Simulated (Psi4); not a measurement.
C₃H₉Al, charge +1, doublet, at a GFN2-xTB geometry (such geometries of metal compounds can be far from the true shape) (a state made from the parent by changing its charge; the spin is typed, not shown lowest); R2SCAN/cc-pVDZ (Psi4).

The Psi4 input:
```
memory 2 GB

molecule mol {
1 2
  Al   -0.110175   -0.117534   -0.006664
  C    -1.509583   -1.500850   -0.154852
  H    -1.724622   -1.733589   -1.206106
  H    -2.450018   -1.171247    0.305320
  H    -1.197638   -2.428236    0.344190
  C     0.070744    1.678500   -0.955819
  H     1.080283    1.766114   -1.366181
  H    -0.108987    2.475854   -0.230903
  H    -0.675640    1.713043   -1.751181
  C     1.585279   -0.022341    1.120249
  H     1.643105    0.958654    1.599901
  H     2.447852   -0.168894    0.465358
  H     1.539300   -0.815604    1.868766
}

set basis cc-pvdz
set reference uks
set scf_type pk
set puream true
set d_convergence 1e-8
set dft_radial_points 99
set dft_spherical_points 590

energy('r2scan')
print_variables()
```

### Question
Write the output that Psi4 gives for this input, abridged.

### Answer

```
   => Loading Basis Set <=

    Name: CC-PVDZ
    Role: ORBITAL
    Keyword: BASIS

         ---------------------------------------------------------
                                   SCF
               by Justin Turney, Rob Parrish, Andy Simmonett
                          and Daniel G. A. Smith
                              UKS Reference
         ---------------------------------------------------------

  ==> Geometry <==

    Molecular point group: c1
    Full point group: C1

    Geometry (in Angstrom), charge = 1, multiplicity = 2:

       Center              X                  Y                   Z               Mass
    ------------   -----------------  -----------------  -----------------  -----------------
         AL          -0.101050421557    -0.107724681148    -0.006171622532    26.981538530000
         C           -1.500458421557    -1.491040681148    -0.154359622532    12.000000000000
         H           -1.715497421557    -1.723779681148    -1.205613622532     1.007825032230
         H           -2.440893421557    -1.161437681148     0.305812377468     1.007825032230
         H           -1.188513421557    -2.418426681148     0.344682377468     1.007825032230
         C            0.079868578443     1.688309318852    -0.955326622532    12.000000000000
         H            1.089407578443     1.775923318852    -1.365688622532     1.007825032230
         H           -0.099862421557     2.485663318852    -0.230410622532     1.007825032230
         H           -0.666515421557     1.722852318852    -1.750688622532     1.007825032230
         C            1.594403578443    -0.012531681148     1.120741377468    12.000000000000
         H            1.652229578443     0.968463318852     1.600393377468     1.007825032230
         H            2.456976578443    -0.159084681148     0.465850377468     1.007825032230
         H            1.548424578443    -0.805794681148     1.869258377468     1.007825032230

  Running in c1 symmetry.

  Rotational constants: A =      0.19967  B =      0.13342  C =      0.08380 [cm^-1]
  Rotational constants: A =   5986.00643  B =   3999.74623  C =   2512.15730 [MHz]
  Nuclear repulsion =  148.912698413201667

  Charge       = 1
  Multiplicity = 2
  Electrons    = 39
  Nalpha       = 20
  Nbeta        = 19

  ==> Algorithm <==

  SCF Algorithm Type is PK.
  DIIS enabled.
  MOM disabled.
  Fractional occupation disabled.
  Guess Type is SAD.
  Energy threshold   = 1.00e-06
  Density threshold  = 1.00e-08
  Integral threshold = 1.00e-12

  ==> Primary Basis <==

  Basis Set: CC-PVDZ
    Blend: CC-PVDZ
    Number of shells: 53
    Number of basis functions: 105
    Number of Cartesian functions: 109
    Spherical Harmonics?: true
    Max angular momentum: 2

  ==> DFT Potential <==

   => LibXC <=

    Version 7.1.2
    S. Lehtola, C. Steigemann, M. J. T. Oliveira, and M. A. L. Marques,  SoftwareX 7, 1–5 (2018) (10.1016/j.softx.2017.11.002)

   => Composite Functional: R2SCAN <=

    r2SCAN Meta-GGA XC Functional  (0.1021/acs.jpclett.0c02405)
    J. W. Furness, A. D. Kaplan, J. Ning, J. P. Perdew, J. Sun  J. Phys. Chem. Lett.  11, 8208–8215, 2020

    Deriv               =              1
    GGA                 =           TRUE
    Meta                =           TRUE

    Exchange Hybrid     =          FALSE
    MP2 Hybrid          =          FALSE

   => Exchange Functionals <=

    1.0000   XC_MGGA_X_R2SCAN

   => Correlation Functionals <=

    1.0000   XC_MGGA_C_R2SCAN

   => LibXC Density Thresholds  <==

    XC_MGGA_C_R2SCAN:  1.00E-15
    XC_MGGA_X_R2SCAN:  1.00E-11

   => Molecular Quadrature <=

    Radial Scheme          =       TREUTLER
    Pruning Scheme         =           NONE
    Nuclear Scheme         =       TREUTLER

    Blocking Scheme        =         OCTREE
    BS radius alpha        =              1
    Pruning alpha          =              1
    Radial Points          =             99
    Spherical Points       =            590
    Total Points           =         717567
    Total Blocks           =           5008
    Max Points             =            256
    Max Functions          =            105
    Weights Tolerance      =       1.00E-15

  ==> Integral Setup <==

  Using in-core PK algorithm.
   Calculation information:
      Number of atoms:                  13
      Number of AO shells:              53
      Number of primitives:            161
      Number of atomic orbitals:       109
      Number of basis functions:       105

      Integral cutoff                 1.00e-12
      Number of threads:                 1

  Performing in-core PK
  Using 30974790 doubles for integral storage.
  We computed 956782 shell quartets total.
  Whereas there are 1024596 unique shell quartets.

  ==> DiskJK: Disk-Based J/K Matrices <==

    J tasked:                  Yes
    K tasked:                   No
    wK tasked:                  No
    Schwarz Cutoff:          1E-12

  Minimum eigenvalue in the overlap matrix is 1.1243930365E-02.
  Reciprocal condition number of the overlap matrix is 2.0910287354E-03.
    Using symmetric orthogonalization.

  ==> Pre-Iterations <==

  SCF Guess: Superposition of Atomic Densities via on-the-fly atomic UHF (no occupation information).

   -------------------------
    Irrep   Nso     Nmo
   -------------------------
     A        105     105
   -------------------------
    Total     105     105
   -------------------------

  ==> Iterations <==

                        Total Energy        Delta E     RMS |[F,P]|

   @UKS iter SAD:  -361.07162757366893   -3.61072e+02   0.00000e+00
   @UKS iter   1:  -361.20279029121127   -1.31163e-01   9.53010e-03 ADIIS/DIIS
   @UKS iter   2:  -360.80807450127463    3.94716e-01   1.08465e-02 ADIIS/DIIS
   @UKS iter   3:  -361.68693598763667   -8.78861e-01   2.72390e-03 ADIIS/DIIS
   @UKS iter   4:  -361.74058541820938   -5.36494e-02   6.54186e-04 ADIIS/DIIS
   @UKS iter   5:  -361.74329528821596   -2.70987e-03   8.80137e-05 DIIS
   @UKS iter   6:  -361.74326222255326    3.30657e-05   1.25727e-04 ADIIS/DIIS
   @UKS iter   7:  -361.74333532429256   -7.31017e-05   8.54016e-05 DIIS
   @UKS iter   8:  -361.74339851078946   -6.31865e-05   1.45501e-05 DIIS
   @UKS iter   9:  -361.74340065458273   -2.14379e-06   3.23237e-06 DIIS
   @UKS iter  10:  -361.74340078714090   -1.32558e-07   1.44136e-06 DIIS
   @UKS iter  11:  -361.74340080874947   -2.16086e-08   3.10883e-07 DIIS
   @UKS iter  12:  -361.74340081012014   -1.37067e-09   9.43592e-08 DIIS
   @UKS iter  13:  -361.74340081021683   -9.66907e-11   3.36364e-08 DIIS
   @UKS iter  14:  -361.74340081022859   -1.17666e-11   1.50070e-08 DIIS
   @UKS iter  15:  -361.74340081023001   -1.42109e-12   6.31394e-09 DIIS
  Energy and wave function converged.

  ==> Post-Iterations <==

   Electrons on quadrature grid:
      Nalpha   =   20.0000005372 ; deviation = 5.372e-07
      Nbeta    =   19.0000005490 ; deviation = 5.490e-07
      Ntotal   =   39.0000010863 ; deviation = 1.086e-06

   @Spin Contamination Metric:   1.029846042E-02
   @S^2 Expected:                7.500000000E-01
   @S^2 Observed:                7.602984604E-01
   @S   Expected:                5.000000000E-01
   @S   Observed:                5.000000000E-01

    Orbital Energies [Eh]
    ---------------------

    Alpha Occupied:

[...]
    Alpha Virtual:

[...]
     105A      2.359532

    Beta Occupied:

[...]
      19A     -0.442219

    Beta Virtual:

[...]
    Final Occupation by Irrep:
              A
    DOCC [    19 ]
    SOCC [     1 ]
    NA   [    20 ]
    NB   [    19 ]

  @UKS Final Energy:  -361.74340081023001

   => Energetics <=

    Nuclear Repulsion Energy =            148.9126984132016673
    One-Electron Energy =                -783.5021928189776190
    Two-Electron Energy =                 310.7244905587805874
    DFT Exchange-Correlation Energy =     -37.8783969632347279
    Empirical Dispersion Energy =           0.0000000000000000
    VV10 Nonlocal Energy =                  0.0000000000000000
    Total Energy =                       -361.7434008102300140

  UHF NO Occupations:
  HONO-2 :   18  A 1.9996572
  HONO-1 :   19  A 1.9959765
  HONO-0 :   20  A 1.0000000
  LUNO+0 :   21  A 0.0040235
  LUNO+1 :   22  A 0.0003428
  LUNO+2 :   23  A 0.0002945
  LUNO+3 :   24  A 0.0001777

Computation Completed

Properties will be evaluated at   0.000000,   0.000000,   0.000000 [a0]

Properties computed using the SCF density matrix

 Multipole Moments:

 ------------------------------------------------------------------------------------
     Multipole            Electronic (a.u.)      Nuclear  (a.u.)        Total (a.u.)
 ------------------------------------------------------------------------------------

 L = 1.  Multiply by 2.5417464519 to convert [e a0] to [Debye]
 Dipole X            :         -0.2230858            0.6897182            0.4666324
 Dipole Y            :         -0.2525442            0.7414903            0.4889461
 Dipole Z            :         -0.0040464            0.0372183            0.0331720
 Magnitude           :                                                    0.6766938

 ------------------------------------------------------------------------------------

  Variable Map:
  ----------------------------------------------------------------------------
[...]
  Array Variable Map:
  ----------------------------------------------------------------------------
[...]
[...]
```
